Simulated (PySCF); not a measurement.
How methods differ on the ionisation energy of B²⁺

B²⁺ [He] 2s1 (2S) → B³⁺ 1s2 (1S), as a difference of total energies. Calculation: PySCF 2.14, in 6-31G* (3s2p1d, 14 functions); the non-relativistic Hamiltonian (point nucleus). The calculations carry no spin-orbit coupling.

| method | ionisation energy (eV) | error (eV) |
| --- | --- | --- |
| UHF | 37.768 | -0.163 |
| MN15 | 37.673 | -0.258 |
| PBE0 | 38.159 | +0.228 |

Reference: 37.931 eV (measured; NIST Atomic Spectra Database, ionization energies).
